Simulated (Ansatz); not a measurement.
Two isomers of C3H5ClSi: A = `ClCC1=C[SiH2]1`, B = `C#C[SiH2]CCl`.

Calculated with Ansatz (gas phase, PBE0-D4/def2-TZVP geometries, no zero-point term in ΔE). CCSD(T)/CBS adds triple-zeta CCSD(T) − MP2 to the extrapolated MP2 energy (def2 sets, frozen cores). DFT in def2-TZVPP. B3LYP here is the variant with VWN-RPA as its local correlation; programs differ in this. One conformer a species, not always the lowest.

A:

Z-matrix (Å, degrees):
```
C
C 1 1.474
Cl 1 1.786 2 111.6
H 1 1.091 2 112.1 3 120.0
H 1 1.091 2 110.4 3 -118.2
Si 2 1.809 1 154.7 3 45.9
C 2 1.332 1 136.9 3 -136.0
H 6 1.483 2 121.8 1 74.8
H 6 1.481 2 121.2 1 -77.5
H 7 1.084 2 135.6 1 1.2
```

B:

```xyz
10

C    -2.442    0.287   -0.860
C    -1.472    0.099   -0.169
Si   -0.001   -0.173    0.868
C     1.556    0.102   -0.151
Cl    1.663   -1.104   -1.459
H    -3.299    0.450   -1.473
H    -0.011    0.804    1.988
H    -0.009   -1.556    1.400
H     1.563    1.091   -0.610
H     2.451    0.001    0.466
```

(1) Which isomer does CCSD(T)/CBS put lower? Give the gap. (An estimate is asked.)

(2) Give E(B) − E(A) in kJ/mol with ωB97M-V, CCSD/def2-TZVPP, PBE0-D4, B2PLYP, PBE-D4, r2SCAN-D4, B3LYP. (Estimate.)

Largest T1 diagnostic: 0.012.

Answers

(1) Computed: B, by 51.4 kJ/mol.

(2) The calculation gave: ωB97M-V -41.3, CCSD/def2-TZVPP -53.1, PBE0-D4 -21.9, B2PLYP -52.7, PBE-D4 -23.4, r2SCAN-D4 -32.2, B3LYP -48.1. None reverses the order clearly.

In def2-TZVPP, CCSD(T) changes the Hartree–Fock value by +14.8 kJ/mol (the triples alone add +2.0 kJ/mol) and MP2 by +14.4 kJ/mol.
